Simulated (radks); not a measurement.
Values are calculated unless marked as measured or tabulated.
Coulomb parameter of the 5d shell of the osmium ion Os2+ in the model configuration [Xe] 4f14 5d5 6p1, as a second difference U = [E(n + 0.5) + E(n - 0.5) - 2 E(n)] / (0.5)^2 with all orbitals relaxed. "Bare": the charge of the atom changes with n. "Screened": the 6p shell takes up the change at fixed total charge, which measures U(5d,5d) + U(6p,6p) - 2 U(5d,6p). Level of theory: Dirac Kohn-Sham, PBE, spin-unpolarised, spherical densities, finite nucleus; open shells are shared between the two j in proportion to 2j + 1; Fermi nuclear charge, rms radius 5.4126 fm (a radial shooting solver on a logarithmic mesh with Libxc functionals).

[
 {"case": "start", "configuration": "[Xe] 4f14 5d5 6p1", "E - E(n) (eV)": "0.000"},
 {"case": "bare +0.5", "configuration": "[Xe] 4f14 5d5.5 6p1", "E - E(n) (eV)": "-11.825"},
 {"case": "bare -0.5", "configuration": "[Xe] 4f14 5d4.5 6p1", "E - E(n) (eV)": "14.742"},
 {"case": "screened +0.5", "configuration": "[Xe] 4f14 5d5.5 6p0.5", "E - E(n) (eV)": "-5.280"},
 {"case": "screened -0.5", "configuration": "[Xe] 4f14 5d4.5 6p1.5", "E - E(n) (eV)": "5.788"}
]

U(bare) = 11.671 eV, U(screened by 6p) = 2.031 eV.
